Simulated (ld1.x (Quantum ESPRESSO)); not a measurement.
## manganese (Mn): TM pseudisation with PBE, fully relativistic reference atom.

ld1.x (Quantum ESPRESSO) 7.5 input, shortened:

```
&input
   title='Mn', zed=25., rel=2, dft='PBE', iswitch=3,
   config='[Ar] 3d5 4s2 4p0', rel_dist='average'
 /
 &inputp
   pseudotype=2, tm=.true., lloc=2,
   nlcc=.true., new_core_ps=.true., rcore=1.20
 /
3
4S  1  0   2.00   0.00  2.30  2.30  0.0
4P  2  1   0.00   0.00  3.30  3.30  0.0
3D  3  2   5.00   0.00  1.80  1.80  0.0
 &test
   configts(1)='3d5 4s2 4p0'
 /
```

Open shells are filled in proportion to 2j + 1 (rel_dist='average').

All-electron outer shells of the reference configuration (PBE, scalar-relativistic, ld1.x):

```
shell  level (eV)  outermost node (bohr)  outermost maximum (bohr)
   3s      -85.88                   0.34                      0.74
   3p      -54.59                   0.31                      0.75
   3d       -6.77                      –                      0.76
   4s       -5.11                   1.05                      2.51
   4p       -1.37                   1.16                      3.43
```

**Question.** Estimate the cutoffs (Ry, on a coarse ladder) from which the occupation-weighted sum of valence levels, in a spherical-Bessel basis at the reference potential, stays within 10 and 1 mRy of its value at 400 Ry.

**Answer.** 80 Ry and 120 Ry.

**Question.** What does a ghost test show?

**Answer.** Ghost states, extra bound levels that the all-electron valence spectrum of the same l lacks: s at -148.1 eV, p3/2 at -45.6 eV, p1/2 at -43.5 eV. A true bound ghost makes a file unfit for plane-wave use.

**Question.** Which valence shell sets the plane-wave cutoff?

**Answer.** 3d: its level needs 80 Ry to come within 1 mRy, against 18 Ry for 4s.

**Question.** Tests: 3d5 4s1 4p0; 3d5 4s0 4p0; 3d4 4s0 4p0; 3d5.5 4s1.5 4p0; 3d5 4s0 4p1; 3d5 4s0 4p2; 3d6 4s1 4p0. Which has the largest error in its energy relative to the reference configuration, and how large is it?

**Answer.** 3d4 4s0 4p0, with -250 meV (all-electron minus pseudo) on +56.53 eV.
